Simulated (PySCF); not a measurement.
Cl3FTi, multiplicity 1. Atoms are numbered in the order given.

```xyz
5

F      0.0000     0.0000     1.9647
Ti     0.0000     0.0000     0.2519
Cl    -1.7603    -1.0163    -0.4554
Cl     1.7603    -1.0163    -0.4554
Cl     0.0000     2.0326    -0.4554
```
Charge 0, spin multiplicity 1.

Coordinates come from a ωB97X-D3(BJ)/def2-SVP optimisation. The multiplicity is an assumed one; other spin states were not compared.

Computed with TDDFT-PBE/def2-SVPD (PySCF).

Vertical excitations; the highest root listed may be one member of a degenerate set. The molecule is in vacuum. State labels are in the subgroup Cs.

| state | symmetry | energy (eV) | λ (nm) | f | main pairs |
|---|---|---|---|---|---|
| S1 | A' | 3.89 | 319 | 0.004 | HOMO→LUMO (degenerate set) |
| S2 | A" | 3.89 | 319 | 0.004 | HOMO→LUMO+1 (degenerate set) |
| S3 | A" | 4.11 | 301 | 0.000 | HOMO−1→LUMO+1 50 %, HOMO−2→LUMO 50 % |
| S4 | A' | 4.15 | 299 | 0.002 | HOMO−1→LUMO 49 %, HOMO−2→LUMO+1 49 % |
| S5 | A' | 4.28 | 289 | 0.022 | HOMO−2→LUMO+1, HOMO−1→LUMO, HOMO→LUMO, HOMO−3→LUMO+1 (degenerate set) |
| S6 | A" | 4.28 | 289 | 0.022 | HOMO−2→LUMO, HOMO−1→LUMO+1, HOMO→LUMO+1, HOMO−3→LUMO (degenerate set) |
| S7 | A" | 4.64 | 267 | 0.002 | HOMO−3→LUMO, HOMO→LUMO+2 (degenerate set) |
| S8 | A' | 4.64 | 267 | 0.002 | HOMO−3→LUMO+1, HOMO→LUMO+3 (degenerate set) |
| S9 | A" | 4.78 | 259 | 0.011 | HOMO→LUMO+2, HOMO−3→LUMO, HOMO−4→LUMO, HOMO−5→LUMO+1 (degenerate set) |
| S10 | A' | 4.78 | 259 | 0.011 | HOMO→LUMO+3, HOMO−3→LUMO+1, HOMO−5→LUMO, HOMO−4→LUMO+1 (degenerate set) |
| T1 | A' | 3.66 | 339 | 0 | HOMO→LUMO (degenerate set) |
| T2 | A" | 3.66 | 339 | 0 | HOMO→LUMO+1 (degenerate set) |
| T3 | A' | 3.93 | 316 | 0 | HOMO−1→LUMO 50 %, HOMO−2→LUMO+1 49 % |
| T4 | A" | 3.95 | 314 | 0 | HOMO−1→LUMO+1 50 %, HOMO−2→LUMO 49 % |
Triplets are in the Tamm–Dancoff approximation, which puts them higher than full response would, so one can lie above its singlet here.
